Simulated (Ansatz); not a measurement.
`COB(C)N` + `[Cl][Ga]([Cl])[Br]` → `CB(N)Br` + `C[O][Ga]([Cl])[Cl]`  (redistribution)

Program: Ansatz. Geometries: PBE0-D4/def2-TZVP. ΔE: electronic, gas phase. CCSD(T)/CBS adds triple-zeta CCSD(T) − MP2 to the extrapolated MP2 energy (def2 sets, frozen cores). DFT in def2-TZVPP. B3LYP here is the variant with VWN-RPA as its local correlation; programs differ in this. For Br, Ga outer-core shells are correlated without core-valence functions, which leaves a few kJ/mol of doubt a bond. Scalar relativity is left out up to krypton. One conformer a species, not always the lowest.

```csv
level,ΔE (kJ/mol),difference from CCSD(T)/CBS
PBE-D4,93.2,0.1
r2SCAN-D4,96.7,3.6
PBE0-D4,99.9,6.8
B3LYP-D4,100.2,7.1
ωB97X-V,96.9,3.8
ωB97M-V,100.4,7.3
B2PLYP,96.2,3.1
PBE,93.4,0.3
r2SCAN,96.7,3.6
PBE0,100.1,7.0
B3LYP,100.8,7.7
HF/def2-TZVPP,113.3,20.2
MP2/def2-TZVPP,88.9,-4.2
SCS-MP2/def2-TZVPP,90.2,-2.9
CCSD/def2-TZVPP,95.8,2.7
CCSD(T)/def2-TZVPP,92.7,-0.4
HF/def2-QZVPP,112.4,19.3
MP2/def2-QZVPP,88.8,-4.3
SCS-MP2/def2-QZVPP,90.1,-3.0
HF/CBS(def2),112.2,19.1
MP2/CBS(def2),89.2,-3.9
CCSD/CBS(def2),96.2,3.1
CCSD(T)/CBS,93.1,0
```

Largest T1 diagnostic among the species: 0.013.

From PBE to PBE0 (25 % exact exchange), in def2-TZVPP and without D4, ΔE moves by +6.7 kJ/mol. In def2-TZVPP, CCSD(T) changes the Hartree–Fock value by −20.6 kJ/mol (the triples alone add −3.1 kJ/mol) and MP2 by −24.4 kJ/mol.
